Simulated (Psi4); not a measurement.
Sb2, charge +1, doublet, geometry from GFN2-xTB (a state made from the parent by changing its charge; the spin is typed, not shown lowest) (core potentials on Sb).

Psi4 was given this input:
```
memory 2 GB

molecule {
1 2
  Sb   -0.00000000   -0.00000000   -1.34486088
  Sb    0.00000000    0.00000000    1.34486088
}

set basis def2-svpd
set reference uks

energy('b3lyp')
print_variables()
```

Problem. Give the number of basis functions at the level B3LYP/def2-SVPD run with Psi4.

Solution. 64

Problem. Predict the nuclear repulsion energy from B3LYP/def2-SVPD.

Solution. 104.0757 Eh

Problem. Predict the total energy from B3LYP/def2-SVPD.

Solution. -480.3731 Eh

These values belong to the state on which the SCF converged, which isn't shown to be the lowest.
